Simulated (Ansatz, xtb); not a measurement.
# Ranking isomers of C3H9NO2Si2

3 gas-phase structures of C3H9NO2Si2, from a drawn sample of its isomers (lower ones may exist). Each was relaxed with GFN2-xTB; where two conformers were screened, the lower at r2SCAN-D4/def2-SVP is listed:

A. `NC(=O)[Si@@H]1CC[SiH2]O1`, a singlet
B. `CN1C=CO[Si@@H]1[SiH2]O`, a singlet
C. `N#CCCO[SiH2]O[SiH3]`, a singlet

Q: Estimate their order in r2SCAN-D4/def2-SVP energy at these geometries, lowest first.

A: Calculated order at r2SCAN-D4/def2-SVP: A (0.000), C (0.850), B (1.763) eV.

Energies above the lowest of each column, in eV; the last columns are at PBE-D3(BJ)/def2-SVP geometries:

```
structure  GFN2-xTB  HF/STO-3G  r2SCAN-D4/def2-SVP  PBE-D3(BJ)/def2-SVP  CCSD(T)/def2-SVP + ΔMP2/def2-TZVPP
        A     1.248      0.000               0.000                0.000                               0.000
        C     0.000      0.831               0.850                0.881                               0.148
        B     0.686      1.148               1.763                1.516                               1.423
```

CCSD(T)/def2-SVP + ΔMP2/def2-TZVPP puts A lowest; GFN2-xTB picks C. Flexible structures stand in one conformer each, not always the lowest. C keeps a small imaginary mode. The ΔMP2 step shifts differences by up to 0.165 eV, which makes them less sure. ΔMP2 is the change of the MP2 energy from the smaller to the larger basis.

Programs: Ansatz 0.2.0, xtb 6.7.1.
